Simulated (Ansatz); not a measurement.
```yaml
crystal:
  periodic: [false, false, false]
  atoms:
    - {symbol: Ge, position_ang: [-1.108565, 1.292687, -0.334251]}
    - {symbol: C, position_ang: [-0.341405, -0.413235, 0.199637]}
    - {symbol: N, position_ang: [0.831923, -0.305506, 1.139211]}
    - {symbol: Si, position_ang: [1.282055, -1.056725, -0.348428]}
    - {symbol: H, position_ang: [-2.134649, 1.074205, -1.463094]}
    - {symbol: H, position_ang: [-1.811942, 1.974564, 0.855469]}
    - {symbol: H, position_ang: [0.017182, 2.209707, -0.840060]}
    - {symbol: H, position_ang: [-1.074832, -1.186854, 0.435379]}
    - {symbol: H, position_ang: [0.734120, -0.811818, 2.008065]}
    - {symbol: H, position_ang: [1.458416, -2.525159, -0.413386]}
    - {symbol: H, position_ang: [2.213196, -0.308867, -1.217741]}
basis:
  gaussian: {orbitals: cc-pVTZ-DK}
magnetization: {spin_polarized: true, initial_magnetization: 8}
hamiltonian: {xc: {name: r2SCAN50}, dispersion: d4}
output: {forces: true}
```

```sh
$ ansatz run in.yaml --threads 4 --pin off --events-out ev --progress --plain --max-ram 10444MiB
```

It prints (some lines left out):

```
Functional definition: r2SCAN50
1579 factors; their error is unknown
mean field evaluation 1: about -67603.9296 eV, gradient 4.0e1 eV
mean field evaluation 2: about -67556.1134 eV, gradient 8.9e1 eV
mean field evaluation 4: about -67611.7804 eV, gradient 1.4e1 eV
mean field evaluation 8: about -67613.6417 eV, gradient 6.0e-1 eV
mean field evaluation 16: about -67614.1647 eV, gradient 7.2e-1 eV
mean field evaluation 32: about -67614.7452 eV, gradient 9.1e-1 eV
mean field -67614.86410138 eV, -2484.8004247246 hartree, gradient 2.4e-5 eV, S^2 20.028268; 6 other end points of the search recorded, 0 dependent functions left out
reference -67614.86411215 eV, -2484.8004251207 hartree; 37, 29 occupied and 198, 206 virtual orbitals, 1579 factors
Total energy: -67614.94276983 eV, -2484.8033157371 hartree
Relativity: scalar
Atom 0 at    -1.108565     1.292687    -0.334251 Å, force     2.485325     2.624244     3.892956 eV/Å
Atom 1 at    -0.341405    -0.413235     0.199637 Å, force    -1.613624     0.776780     5.385488 eV/Å
Atom 2 at     0.831923    -0.305506     1.139211 Å, force    -2.004019     0.368728    -0.044055 eV/Å
Atom 3 at     1.282055    -1.056725    -0.348428 Å, force     4.264537    -0.627323    -2.101463 eV/Å
Atom 4 at    -2.134649     1.074205    -1.463094 Å, force    -4.061306     0.892398    -4.236992 eV/Å
Atom 5 at    -1.811942     1.974564     0.855469 Å, force    -0.709418    -0.116560    -0.626797 eV/Å
Atom 6 at     0.017182     2.209707    -0.840060 Å, force    -0.419335    -0.353245    -0.884592 eV/Å
Atom 7 at    -1.074832    -1.186854     0.435379 Å, force    -0.151970    -0.582753    -0.515822 eV/Å
Atom 8 at     0.734120    -0.811818     2.008065 Å, force    -0.089879     0.109289     1.606500 eV/Å
Atom 9 at     1.458416    -2.525159    -0.413386 Å, force     0.041932    -5.634330    -0.287217 eV/Å
Atom 10 at     2.213196    -0.308867    -1.217741 Å, force     2.257758     2.542773    -2.188005 eV/Å
Dipole moment:    -0.343037    -0.062694     0.254336 e Å
```

Question: Something in this input is off. What?

Answer: The spin is set far too high for this molecule. Self-consistency was reached. The result belongs to that input, not to the molecule as meant.
